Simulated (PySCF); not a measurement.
# SiPb: energy against distance

Set-up: PySCF, scalar-relativistic core potentials, basis sets Si def2-SVP, Pb def2-SVP with ECP60. Energies in eV from Si + Pb in their ground configurations at the same level. State: ³Σ⁻ (triplet), unpaired electrons π ↑↑.

| R (Å) | M06-2X | UHF-CCSD(T) |
| --- | --- | --- |
| 2.232 | -1.374 |  |
| 2.336 | -1.859 | -1.547 |
| 2.439 | -2.115 | -1.864 |
| 2.517 | -2.196 | -1.987 |
| 2.595 | -2.204 | -2.036 |
| 2.673 | -2.157 | -2.028 |
| 2.777 | -2.028 | -1.951 |
| 2.906 | -1.796 | -1.783 |
| 3.062 | -1.453 | -1.531 |
| 3.270 | -0.956 |  |

Problem. Put a parabola through the three lowest points of the M06-2X curve and estimate Re, k and ωe (reduced mass 24.66 u; 1 eV/Å² = 0.16022 mdyn/Å; ωe = 1302.8·√(k/μ) cm⁻¹).

Solution. Through R = 2.517, 2.595, 2.673 Å the second-order coefficient is 4.52 eV/Å², so Re ≈ 2.567 Å, k ≈ 1.45 mdyn/Å and ωe ≈ 316 cm⁻¹. A polynomial fit of higher order to the unrounded M06-2X energies gives Re = 2.566 Å, k = 1.62 mdyn/Å, ωe = 334 cm⁻¹; anharmonicity and rounding make the difference.

The higher-order fit for each curve: M06-2X: Re = 2.566 Å, ωe = 334 cm⁻¹, De = 2.21 eV; UHF-CCSD(T): Re = 2.620 Å, ωe = 308 cm⁻¹, De = 2.04 eV.

Correlated steps freeze 9 core orbitals. Correlated levels converge slowly with the basis: in double zeta they bind strong bonds too weakly, by up to about 1 eV, and carry superposition errors of some tenths. Spin–orbit coupling is left out, which matters for elements this heavy, above all for dissociation energies. The state was picked by a PBE0 search and need not be the measured ground state.
